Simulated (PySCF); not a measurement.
## CH11NSSi3

The system: CH11NSSi3, a small molecule; neutral, singlet. The structure, one conformer, was relaxed in the gas phase by PBE0-D3(BJ)/def2-SVP. No frequency run checks that it is a minimum.

SMILES: C[SiH](N[SiH3])S[SiH3]

```xyz
17

Si    0.731   -1.250    0.387
C    -0.804   -1.867   -0.479
S     2.301   -0.755   -1.017
Si    1.577    1.190   -1.572
N     0.301    0.164    1.304
Si   -1.258    0.926    1.502
H     1.340   -2.318    1.232
H    -1.571   -2.173    0.250
H    -0.555   -2.739   -1.102
H    -1.232   -1.093   -1.134
H     1.868    2.222   -0.533
H     0.107    1.172   -1.837
H     2.298    1.554   -2.825
H     1.061    0.610    1.812
H    -2.282   -0.034    2.019
H    -1.784    1.487    0.219
H    -1.083    2.037    2.483
```
Atoms count from 1 in this order.

Shieldings: GIAO PBE0/pcSseg-1. Shifts are against computed references at the same level: C TMS (σ 184.4 ppm), H TMS (σ 31.27 ppm), Si TMS (σ 352.0 ppm). Core levels by delta-SCF with SCAN, pcX-2 on the ionised atom and pcseg-1 elsewhere, spin-free X2C (2p3/2 is the spin-free 2p value less a third of a first-order spin-orbit splitting); from the vacuum level, for chosen atoms.

Task: Give the shieldings and core levels atom by atom.

Result: 
| atoms | bonded to | σ (ppm) | δ (ppm) | core level (eV) |
| --- | --- | --- | --- | --- |
| Si1 | 1 C + 1 N + 1 S + 1 H | 351.0 | 1.0 | 2p3/2 107.10 |
| C2 | 1 Si + 3 H | 186.3 | -1.9 | 1s 290.34 |
| S3 | 2 Si | 761.5 | - | 2p3/2 168.37 |
| Si4 | 1 S + 3 H | 408.0 | -56.0 | 2p3/2 107.05 |
| N5 | 2 Si + 1 H | 246.0 | - | 1s 404.29 |
| Si6 | 1 N + 3 H | 406.0 | -54.0 | - |
| H7 | 1 Si | 25.86 | 5.41 | - |
| H8 H9 H10 | 1 C | 30.72 | 0.55 | - |
| H11 H12 H13 | 1 Si | 26.69 | 4.58 | - |
| H14 | 1 N | 31.31 | -0.04 | - |
| H15 H16 H17 | 1 Si | 26.63 | 4.64 | - |

Values are those of this one static structure, with the three H of a rotating XH3 group averaged; atoms that internal rotation interchanges would show their mean in an NMR spectrum.

Task: By CAM-B3LYP/def2-SVPD (TDDFT singlets, Tamm-Dancoff triplets, ionisation by delta-SCF), where does absorption start, and what does vertical ionisation take?

Result: The lowest singlet lies at 6.15 eV (f 0.014), the strongest of the first 6 at 7.09 eV (f 0.060), the lowest triplet at 5.78 eV; vertical ionisation takes 9.20 eV.

The 3 runs behind this took 5.7 min in all, one thread each of Arm Neoverse V1 on a shared host, launched as `OMP_NUM_THREADS=1 python cluster_run.py task.json out`.
